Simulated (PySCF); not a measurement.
Stepwise substitution at one centre (B Br-CH3). Isolated molecules, 0 K electronic values unless said otherwise. Strings in code marks are SMILES.

The numbers are results of PySCF 2.14.0 with PBE-D3(BJ)/def2-TZVP // B3LYP-D3(BJ)/def2-TZVP, not measurements. All candidates: neutral, multiplicity 1. Excitations are Tamm–Dancoff values on a coarser integration grid. The basis has no diffuse functions, so Rydberg states are missing or too high.

- LUMO = -2.96 eV
- S1 excitation (TDA) = 4.15 eV
- T1 excitation (TDA) = 3.98 eV

**Question.** Which member has these values?
A. `CB(Br)Br`
B. `CB(C)Br`
C. `BrB(Br)Br`

**Answer.** C, `BrB(Br)Br`. The others give `CB(C)Br`: -1.87 eV, 4.78 eV, 4.57 eV; `CB(Br)Br`: -2.48 eV, 4.53 eV, 4.36 eV
